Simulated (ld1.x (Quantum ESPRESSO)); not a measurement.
# Which change was made? (Al, TM)

- Element: Al (Z = 13)
- Generator: ld1.x (Quantum ESPRESSO) 7.5
- Type: norm-conserving Troullier–Martins (Kleinman–Bylander form)
- Functional: LDA (PZ)
- Relativity: scalar-relativistic
- Frozen core: [Ne]
- Valence charge: 3
- Reference configuration: 3s1.75 3p1.25
- Partial waves: 3p (bound): rc 2.15 bohr; 3s (bound): rc 1.70 bohr
- Local potential: the s channel
- Core correction: a·sin(br)/r model core inside 0.85 bohr

Cutoffs, loose and tight: the cutoffs (Ry, on a coarse ladder) from which the occupation-weighted sum of valence levels, in a spherical-Bessel basis at the reference potential, stays within 10 and 1 mRy of its value at 400 Ry. They do not see the model core or the augmentation charge, which bear on the density cutoff. Test errors are all-electron minus pseudo excitation energies from the reference, over the configurations 3s2 3p1; 3s2 3p0; 3s1 3p0; 3s1 3p1; 3s0 3p3; 3s2 3p1.3; 3s2 3p0.5 (two spin-polarised tests are not counted in the largest error); variants that change the core or the reference have their own tests.

The base gives: outcome: generated; cutoff, loose: 10 Ry; cutoff, tight: 30 Ry; bound ghosts: none; largest test error (meV): +12.

Problem. After one change the result is: outcome: generated; cutoff, loose: 120 Ry; cutoff, tight: 230 Ry; bound ghosts: none; largest test error (meV): +57. Which change was it?
A. wave 3s (bound): rc 1.70 bohr becomes 3s (bound): rc 1.30 bohr
B. wave 3s (bound): rc 1.70 bohr becomes 3s (bound): rc 2.50 bohr
C. wave 3s (bound): rc 1.70 bohr becomes 3s (bound): rc 1.44 bohr
D. wave 3s (bound): rc 1.70 bohr becomes 3s (bound): rc 1.16 bohr

Solution. D. The others give: wave 3s (bound): rc 1.70 bohr becomes 3s (bound): rc 1.30 bohr → outcome: generated; cutoff, loose: 45 Ry; cutoff, tight: 120 Ry; bound ghosts: none; largest test error (meV): +27 | wave 3s (bound): rc 1.70 bohr becomes 3s (bound): rc 2.50 bohr → outcome: generated; cutoff, loose: 8 Ry; cutoff, tight: 21 Ry; bound ghosts: none; largest test error (meV): -26 | wave 3s (bound): rc 1.70 bohr becomes 3s (bound): rc 1.44 bohr → outcome: generated; cutoff, loose: 30 Ry; cutoff, tight: 70 Ry; bound ghosts: none; largest test error (meV): +17.
